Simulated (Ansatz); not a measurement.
Basis-set extrapolation for ClH$_{3}$SSi$_{2}$ (`Cl[SiH]1[SiH2]S1`) (PBE0-D4/def2-TZVP geometry, frozen core, Ansatz 0.2.0). Multiplicity 1, RHF reference.

```
                       def2-TZVPP    def2-QZVPP
                 HF  -1436.765742  -1436.807172
    MP2 correlation     -0.595547     -0.650126
CCSD(T) correlation     -0.680549       not run
```

Energies in hartree. Use E(X) = E(∞) + A·exp(−7.88·√X) for Hartree–Fock and E(X) = E(∞) + B·X^(−2.97) for correlation, with X = 3 and 4, and add CCSD(T) minus MP2 of the smaller set to the MP2 limit.

Problem. What is the CCSD(T) energy at the basis-set limit?

Solution. HF limit: -1436.807172 + (-0.041430) × 0.13774 = -1436.81288. MP2 limit: -0.650126 + (-0.054579) × 0.74074 = -0.69055. Higher-order term: -0.680549 − (-0.595547) = -0.08500. Total: -1437.58843 hartree, 3.87 eV below CCSD(T)/def2-TZVPP.
